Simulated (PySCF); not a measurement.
C₂H₄Cl₂Sn. Atoms are numbered in the order given.

```xyz
9

Sn     0.2421    -0.1171     0.3952
Cl    -0.5937     2.0357    -0.0472
Cl     1.7095    -0.6556    -1.3588
C     -1.4456    -1.3929     0.2993
C     -2.6565    -0.8971     0.0392
H      1.1906    -0.0262     1.8089
H     -1.2941    -2.4674     0.4518
H     -3.5367    -1.5473    -0.0238
H     -2.8216     0.1735    -0.1257
```

Geometry: PBE0-D3(BJ)/def2-SVP. The structure was generated by enumeration; whether it is a known compound was not checked. The def2 effective core potentials stand for the cores of Sn; spin–orbit coupling is left out. The values are those of a single conformer.

Level of theory: PBE/def2-TZVP run with PySCF.

Gas-phase values at a fixed geometry.

Computed frontier levels, gap, dipole moment and polarisability:
The highest occupied level comes out as -7.33 eV, the lowest empty level comes out as -2.38 eV and the orbital gap comes out as 4.94 eV. The dipole moment is 3.29 D, the quadrupole, principal values (traceless, Buckingham form, about the centre of nuclear charge) is -7.09, 0.65, 6.44 D·Å and the mean static polarisability is 87.8 bohr³ (13.01 Å³). The polarisability, principal values is 71.8, 86.3, 105.3 bohr³.
